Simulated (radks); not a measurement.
Values are calculated unless marked as measured or tabulated.
Problem. Isoelectronic series with 45 electrons, all held in the configuration [Kr] 4d8 5s1, which need not be the ground one along the series. Level of theory: scalar-relativistic Kohn-Sham, BLYP, spin-polarised, spherical densities, finite nucleus; open shells are filled with parallel spins first (spin-orbit coupling, left out, can overturn this in heavy ions); Fermi nuclear charge, rms radius of each element as measured or else 0.836 A^(1/3) + 0.57 fm (a radial shooting solver on a logarithmic mesh with Libxc functionals). Total energies (hartree) and mean radii <r> (bohr) (* marks an orbital that is empty in some or all of the ions):

| ion | E (hartree) | 5s down* | 5s up | 4d down | 4d up |
|---|---|---|---|---|---|
| Rh | -4784.62795 | 3.398 | 3.239 | 1.615 | 1.589 |
| Ag2+ | -5315.12416 | 2.481 | 2.435 | 1.273 | 1.270 |
| Cd3+ | -5592.27070 | 2.239 | 2.207 | 1.170 | 1.168 |
| In4+ | -5877.37199 | 2.053 | 2.028 | 1.087 | 1.086 |
| Sn5+ | -6170.44890 | 1.904 | 1.884 | 1.018 | 1.018 |
| Sb6+ | -6471.53428 | 1.779 | 1.762 | 0.9595 | 0.9591 |
| Te7+ | -6780.65994 | 1.673 | 1.658 | 0.9085 | 0.9082 |
| I8+ | -7097.87130 | 1.580 | 1.568 | 0.8636 | 0.8634 |
| Xe9+ | -7423.20297 | 1.499 | 1.489 | 0.8236 | 0.8235 |
| Cs10+ | -7756.7032 | 1.427 | 1.418 | 0.7877 | 0.7876 |
| Ba11+ | -8098.4149 | 1.363 | 1.354 | 0.7551 | 0.7551 |
| La12+ | -8448.3906 | 1.304 | 1.297 | 0.7255 | 0.7254 |
| Ce13+ | -8806.6789 | 1.251 | 1.244 | 0.6983 | 0.6982 |
| Pr14+ | -9173.3349 | 1.203 | 1.196 | 0.6732 | 0.6732 |

Estimate the row of Pd+.

Solution. E (hartree) -5045.91002; 5s down* 2.823; 5s up 2.749; 4d down 1.410; 4d up 1.402.
